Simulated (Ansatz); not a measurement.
`[OH][Sn]([F])([F])[SiH3]` + H₂ → `[OH][SnH]([F])[F]` + SiH₄  (hydrogenolysis of the Sn–Si bond)

Gas-phase electronic energies from Ansatz, PBE0-D4/def2-TZVP geometries. CCSD(T)/CBS adds triple-zeta CCSD(T) − MP2 to the extrapolated MP2 energy (def2 sets, frozen cores). This one scheme is used for every species. def2 core potentials past Kr. For Sn outer-core shells are correlated without core-valence functions, which leaves a few kJ/mol of doubt a bond. One conformer a species, not always the lowest.

`[OH][Sn]([F])([F])[SiH3]`:

Cartesian coordinates in Å:
```
O -0.068 0.035 2.287
Sn 0.481 0.483 0.481
F 2.382 0.256 0.444
F 0.336 2.387 0.351
Si -0.732 -0.764 -1.392
H 0.410 0.525 2.963
H -0.170 -0.268 -2.668
H -2.172 -0.448 -1.266
H -0.467 -2.207 -1.199
```

H₂:

Cartesian coordinates in Å:
```
H -0.164 0.152 -0.299
H 0.164 -0.152 0.299
```

`[OH][SnH]([F])[F]`:

Cartesian coordinates in Å:
```
O -0.625 0.707 1.224
Sn 0.335 0.064 -0.322
F -0.948 -0.316 -1.675
F 1.007 -1.666 0.102
H -1.310 0.106 1.531
H 1.541 1.105 -0.860
```

SiH₄:

Cartesian coordinates in Å:
```
Si 0.000 0.000 0.000
H 0.942 1.082 0.382
H -1.123 -0.044 0.970
H 0.712 -1.303 0.008
H -0.532 0.265 -1.361
```

```json
{"species": "`[OH][Sn]([F])([F])[SiH3]`", "CCSD(T)/CBS(def2) energy (Eh)": "-780.36593"}
{"species": "H₂", "CCSD(T)/CBS(def2) energy (Eh)": "-1.17544"}
{"species": "`[OH][SnH]([F])[F]`", "CCSD(T)/CBS(def2) energy (Eh)": "-490.06891"}
{"species": "SiH₄", "CCSD(T)/CBS(def2) energy (Eh)": "-291.46306"}
```

(1) Work out ΔE.

Largest T1 diagnostic among the species: 0.015.

## Answers

(1) ΔE = (-490.06891) + (-291.46306) − (-780.36593) − (-1.17544) = 0.00940 Eh = +5.9 kcal/mol.

From PBE to PBE0 (25 % exact exchange), in def2-TZVPP and without D4, ΔE moves by −1.6 kcal/mol. Leaving LDA and LC-ωPBE aside and taking each functional with its dispersion term where it has one, the values, not all of them listed here, spread over 5.4 kcal/mol, from B97M-V to PBE-D4. In def2-TZVPP, CCSD(T) changes the Hartree–Fock value by +5.6 kcal/mol (the triples alone add +1.0 kcal/mol) and MP2 by +7.1 kcal/mol.
